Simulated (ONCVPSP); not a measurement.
# Ranking ONCV potentials for Ar (Z = 18)

All share these settings but for the change named:

ONCVPSP 4.0.1 input, shortened (lines: element, Z, core and valence counts, functional; n l f; lmax; l rc ep ncon nbas qcut; lloc lpopt rc5 dvloc0; l nproj debl; icmod fcfact rcfact), PBE, scalar-relativistic:

```
  Ar 18.00    3    2        4      upf
    1    0    2.00
    2    0    2.00
    2    1    6.00
    3    0    2.00
    3    1    6.00
    2
    0    1.30    0.00    3    6    4.50
    1    1.20    0.00    3    7    7.30
    2    1.40    0.40    4    9    7.10
    4    5    1.20    0.00
    0    1    1.80
    1    1    2.60
    2    2    3.30
    2    0.70    1.15
```

Cutoff: the first of the cutoffs (Ha) at which the residual kinetic energy of the hardest occupied pseudo-wave falls to 1 and 0.1 mHa per electron; the density cutoff is not measured.

The base gives 48 Ha.

Of 12 variants that were run, those that failed, showed a ghost or another fault, or gave nearly equal values are left out.

A variant can come out equal or close to the base.

(1) Rank these variants from softest to hardest (loose cutoff).
A. s: ncon 5, nbas 8
B. d: debl 0.55
C. s: rc 1.54

Answers

(1) C (22 Ha), B (48 Ha), A (73 Ha).
